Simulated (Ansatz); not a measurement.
Z-matrix (Å, degrees):
```
C
C 1 1.523
H 1 1.093 2 111.8
H 1 1.092 2 110.7 3 -119.7
H 1 1.092 2 111.4 3 120.6
Ge 2 1.937 1 113.2 3 -60.6
H 2 1.094 1 111.6 3 59.8
H 2 1.093 1 111.5 3 179.5
Cl 6 2.147 2 109.6 1 -61.5
F 6 1.736 2 108.1 1 -176.3
H 6 1.534 2 118.6 1 62.6
```

The species carries charge 0 and has multiplicity 1.

**Question.** List the PBE0/def2-TZVPP orbital energies in eV (Ansatz 0.2.0). (Estimate.)

**Answer.** The calculation gave: Occupied: -10861.31, -2767.30, -1359.46, -1209.31, -1209.29, -1209.25, -673.20, -278.90, -278.53, -259.14, -197.42, -197.28, -197.27, -172.28, -122.13, -122.08, -121.97, -35.31, -34.97, -34.85, -34.83, -34.82, -31.81, -22.93, -21.89, -18.08, -15.40, -13.23, -12.77, -12.12, -11.91, -11.53, -11.06, -10.54, -10.16, -9.62, -9.27, -8.63. Lowest empty: 0.21, 0.33, 0.96, 1.53, 2.28, 2.53, 2.80, 3.44.
